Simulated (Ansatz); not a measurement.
Stepwise reaction of `COB(Cl)Cl` with hydrogen, as a gas-phase model of exchange steps in deposition or etching. ΔE in kJ/mol.

Calculated with Ansatz (gas phase, PBE0-D4/def2-TZVP geometries, no zero-point term in ΔE). CCSD(T)/CBS adds triple-zeta CCSD(T) − MP2 to the extrapolated MP2 energy (def2 sets, frozen cores). This one scheme is used for every species. DFT in def2-TZVPP. B3LYP here is the variant with VWN-RPA as its local correlation; programs differ in this. One conformer a species, not always the lowest.

| step | reaction | PBE-D4 | B3LYP-D4 | ωB97M-V | CCSD(T)/CBS |
| --- | --- | --- | --- | --- | --- |
| 2 | `COBCl` + H₂ → `BOC` + HCl | 79.0 | 73.8 | 75.0 | 73.4 |

Task: Give the row of step 1, `COB(Cl)Cl` + H₂ → `COBCl` + HCl. (Best estimate.)

Result: The calculation gave: 
| step | reaction | PBE-D4 | B3LYP-D4 | ωB97M-V | CCSD(T)/CBS |
| --- | --- | --- | --- | --- | --- |
| 1 | `COB(Cl)Cl` + H₂ → `COBCl` + HCl | 62.8 | 57.5 | 58.3 | 56.4 |

Task: By hand: ΔE of the 2 steps together at CCSD(T)/CBS.

Result: (56.4) + (73.4) = 129.8 kJ/mol, or 64.9 kJ/mol a step.

In ΔE each step is higher than the one before. All are uphill at CCSD(T)/CBS. PBE-D4 differs from CCSD(T)/CBS by 5.6 to 6.4 kJ/mol a step. Isolated molecules leave out the surface, adducts and barriers. Largest T1 diagnostic: 0.014.
